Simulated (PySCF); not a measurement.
C3H5BFNO, SMILES O=C/N=C/B(C)F. Heavy atoms are numbered as in [CH3:1][B:2]([F:3])/[CH:4]=[N:5]/[CH:6]=[O:7]. Hydrogens are named by the atom that carries them.

Coordinates come from a B3LYP-D3(BJ)/def2-SVP optimisation. The structure was generated by enumeration; whether it is a known compound was not checked. The values are those of a single conformer.

Calculation: PBE/pcSseg-1 (PySCF).

GIAO shieldings, no solvent; atoms alike by connectivity are averaged. δ = σ(ref) − σ: ¹³C against TMS (σ = 182.0 ppm); ¹¹B against BF3 (σ = 83.9 ppm); ¹⁹F against CFCl3 (σ = 133.6 ppm); ¹⁵N against NH3 (σ = 267.0 ppm); ¹⁷O against H2O (σ = 334.3 ppm); ¹H against TMS (σ = 31.49 ppm), references at their B3LYP-D3(BJ)/def2-TZVP geometries, non-relativistic.

```tsv
atoms	nucleus	count	δ (ppm)
C6 (CH)	¹³C	1	181.1
C4 (CH)	¹³C	1	___
C1 (CH3)	¹³C	1	10.0
B2	¹¹B	1	38.5
F3	¹⁹F	1	___
N5	¹⁵N	1	___
O7	¹⁷O	1	565.0
H on C6	¹H	1	___
H on C4	¹H	1	8.64
H on C1	¹H	3	___
```

Q: What belongs in the gaps? (The exact figures need the calculation; the answer reports its results.)

A: 
- F3, δ (ppm): -27.1
- H on C1, δ (ppm): 1.25
- H on C6, δ (ppm): 9.97
- N5, δ (ppm): 492.9
- C4 (CH), δ (ppm): 178.5
